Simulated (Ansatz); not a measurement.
`C[CH](F)[GeH3]` + `CNBF` → `C[N]([GeH3])BF` + `CCF` at 298.15 K and 1 bar (ligand exchange at a Ge–C bond).

Program: Ansatz. Geometries: PBE0-D4/def2-TZVP. ΔE: electronic, gas phase. CCSD(T)/CBS adds triple-zeta CCSD(T) − MP2 to the extrapolated MP2 energy (def2 sets, frozen cores). This one scheme is used for every species. For Ge outer-core shells are correlated without core-valence functions, which leaves a few kJ/mol of doubt a bond. Scalar relativity is left out up to krypton. Each species was taken in one conformer, which may not be the lowest.

| species | CCSD(T)/CBS energy (Eh) | H − E (kJ/mol) | S (J/(mol·K)) |
| --- | --- | --- | --- |
| `C[CH](F)[GeH3]` | -2256.20184 | 231.0 | 331.4 |
| `CNBF` | -220.44549 | 202.3 | 291.0 |
| `C[N]([GeH3])BF` | -2297.75856 | 242.9 | 360.9 |
| `CCF` | -178.90141 | 191.2 | 263.6 |

H − E and S are ideal-gas, rigid-rotor, harmonic terms from PBE0-D4/def2-TZVP, for one conformer and one mirror image of each species. 1 Eh = 2625.50 kJ/mol, R = 8.31446 J/(mol·K).

By hand: ΔE, ΔH, ΔS and ΔG.

ΔE = (-2297.75856) + (-178.90141) − (-2256.20184) − (-220.44549) = -0.01264 Eh = -33.2 kJ/mol. Δ(H − E) = 242.9 + 191.2 − 231.0 − 202.3 = 0.8, so ΔH = -32.4 kJ/mol. ΔS = 360.9 + 263.6 − 331.4 − 291.0 = 2.1 J/(mol·K). ΔG = -32.4 − 298.15 × (2.1)/1000 = -33.0 kJ/mol.

By hand: the equilibrium constant, and the temperature at which ΔG would vanish if ΔH and ΔS stayed fixed.

log₁₀ K = −ΔG/(RT ln 10) = 5.8. ΔH and −TΔS have one sign here, so there is no such temperature. One of them is within its doubt of zero, so this could turn.

The number of gas molecules stays the same, so ΔS is small and ΔH decides. A doubt of 5 kJ/mol in ΔE shifts log₁₀ K by 0.9 here. Other conformers and mirror images would add mixing entropy, several J/(mol·K) or more a flexible species. Modes under 60 cm⁻¹, often nearly free rotors, make the harmonic entropy too high. These are equilibria of isolated gas molecules and say nothing of rates. Largest T1 diagnostic: 0.012 (customary marks: 0.02 for closed shells, 0.045 for open ones).
